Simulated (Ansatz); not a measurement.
CH10N2Si2, SMILES `C[SiH](N)[SiH2]N` at its PBE0-D4/def2-TZVP geometry, where that method's forces vanish. Total charge 0; spin multiplicity 1.

```tsv
atom	x (Å)	y (Å)	z (Å)
C1	2.081	0.444	-0.844
Si2	0.418	0.718	-0.035
N3	-0.564	1.685	-1.087
Si4	-0.543	-1.345	0.559
N5	-1.999	-1.031	1.444
H6	1.976	-0.120	-1.775
H7	2.557	1.399	-1.076
H8	2.744	-0.124	-0.186
H9	0.573	1.516	1.220
H10	-1.411	2.074	-0.699
H11	-0.758	1.323	-2.009
H12	0.454	-2.213	1.273
H13	-0.942	-2.115	-0.656
H14	-1.951	-0.419	2.244
H15	-2.634	-1.792	1.630
```

(1) For each bond, give half the difference of the two atoms' forces along it (eV/Å; positive pushes the atoms apart) under PBE-D4, r2SCAN-D4, B3LYP-D4, ωB97M-V in def2-TZVPP. (An estimate is asked.)

## Answers

(1) Ansatz gave: 
| bond | length (Å) | PBE-D4 | r2SCAN-D4 | B3LYP-D4 | ωB97M-V |
| --- | --- | --- | --- | --- | --- |
| C1–Si2 | 1.870 | -0.01 | 0.00 | 0.09 | 0.03 |
| C1–H6 | 1.093 | 0.11 | 0.00 | -0.04 | -0.04 |
| C1–H7 | 1.092 | 0.11 | -0.01 | -0.05 | -0.05 |
| C1–H8 | 1.093 | 0.11 | -0.01 | -0.04 | -0.04 |
| Si2–N3 | 1.734 | 0.12 | 0.03 | 0.09 | 0.10 |
| Si2–Si4 | 2.353 | -0.16 | -0.01 | 0.01 | -0.04 |
| Si2–H9 | 1.495 | 0.07 | -0.02 | -0.13 | -0.14 |
| N3–H10 | 1.009 | 0.21 | 0.02 | -0.02 | -0.02 |
| N3–H11 | 1.010 | 0.22 | 0.03 | -0.02 | -0.03 |
| Si4–N5 | 1.733 | 0.11 | 0.02 | 0.12 | 0.14 |
| Si4–H12 | 1.502 | 0.04 | -0.02 | -0.09 | -0.13 |
| Si4–H13 | 1.493 | 0.08 | -0.02 | -0.11 | -0.13 |
| N5–H14 | 1.008 | 0.21 | 0.02 | -0.01 | -0.03 |
| N5–H15 | 1.008 | 0.21 | 0.02 | -0.01 | -0.03 |

B3LYP here is the variant with VWN-RPA as its local correlation; programs differ in this.
